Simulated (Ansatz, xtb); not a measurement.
## Relative energy of two structures of GeHNO+

Structure a: the doublet with the links of `[NH][O+]=[Ge]`. Structure b: a doublet given by its coordinates. Both are isolated ions in the gas phase, relaxed with r2SCAN-D4/def2-SVP; the shapes shown needn't be the lowest conformers.

a (Å):

```xyz
4

Ge    2.0375   -1.7027    0.2371
N    -0.9219   -1.3844   -0.2033
O     0.3368   -1.7688   -0.0597
H    -1.4304   -2.2623   -0.4428
```

b (Å):

```yaml
atoms:
  - { symbol: Ge, position_ang: [-0.8137, 0.8258, 1.5100] }
  - { symbol: N, position_ang: [0.4301, 0.8851, 0.0924] }
  - { symbol: O, position_ang: [0.9233, 0.0344, 0.9847] }
  - { symbol: H, position_ang: [0.9868, 1.0439, -0.7623] }
```

Close contacts (Å): Ge1–N2 1.89, Ge1–O3 1.98, N2–O3 1.33, N2–H4 1.03.

Quicker runs give these differences E(b) − E(a): GFN2-xTB −0.324 eV; HF/STO-3G −0.660 eV (at GFN2-xTB geometries); r2SCAN-D4/def2-SVP//GFN2-xTB −0.632 eV.

Estimate E(b) − E(a) at the level CCSD(T)/def2-TZVP.

Calculated at CCSD(T)/def2-TZVP: E(b) − E(a) = −0.756 eV, so structure b lies lower.

Level by level:

```json
{"level": "GFN2-xTB", "geometry": "GFN2-xTB", "E(b) − E(a) (eV)": "−0.324", "departure from the last row (eV)": "+0.432", "job, with rough time for the two": "optimisation, 0.52 s"}
{"level": "HF/STO-3G", "geometry": "GFN2-xTB", "E(b) − E(a) (eV)": "−0.660", "departure from the last row (eV)": "+0.096", "job, with rough time for the two": "single point, 4.1 s"}
{"level": "r2SCAN-D4/def2-SVP//GFN2-xTB", "geometry": "GFN2-xTB", "E(b) − E(a) (eV)": "−0.632", "departure from the last row (eV)": "+0.124", "job, with rough time for the two": "single point, 10 s"}
{"level": "r2SCAN-D4/def2-SVP", "geometry": "r2SCAN-D4/def2-SVP", "E(b) − E(a) (eV)": "−0.525", "departure from the last row (eV)": "+0.231", "job, with rough time for the two": "optimisation, 2.6 min"}
{"level": "HF/def2-TZVP", "geometry": "r2SCAN-D4/def2-SVP", "E(b) − E(a) (eV)": "−0.307", "departure from the last row (eV)": "+0.449", "job, with rough time for the two": "part of the CCSD(T) run"}
{"level": "MP2/def2-TZVP", "geometry": "r2SCAN-D4/def2-SVP", "E(b) − E(a) (eV)": "−0.884", "departure from the last row (eV)": "−0.128", "job, with rough time for the two": "part of the CCSD(T) run"}
{"level": "CCSD(T)/def2-TZVP", "geometry": "r2SCAN-D4/def2-SVP", "E(b) − E(a) (eV)": "−0.756", "departure from the last row (eV)": "", "job, with rough time for the two": "single point, 3.1 min"}
```

None of the levels shown reverses the order. The largest departure from CCSD(T)/def2-TZVP is that of HF/def2-TZVP, 0.449 eV.

With harmonic frequencies from r2SCAN-D4/def2-SVP (ideal gas, rigid rotor, one conformer each, 200 K, 1 atm): on the last row, ΔE + ΔZPE = −0.725, ΔH = −0.733, ΔG = −0.731 eV.

Open shells are spin-unrestricted. The correlated steps freeze 11 core orbitals; the filled d shell of Ge is correlated, in a basis made for valence electrons. Mirror images aren't counted in ΔG. Codes used: Ansatz 0.2.0, xtb 6.7.1; the last row on 1 thread of Intel(R) Xeon(R) Processor @ 2.50GHz (Skylake/Cascade Lake) on a shared host.
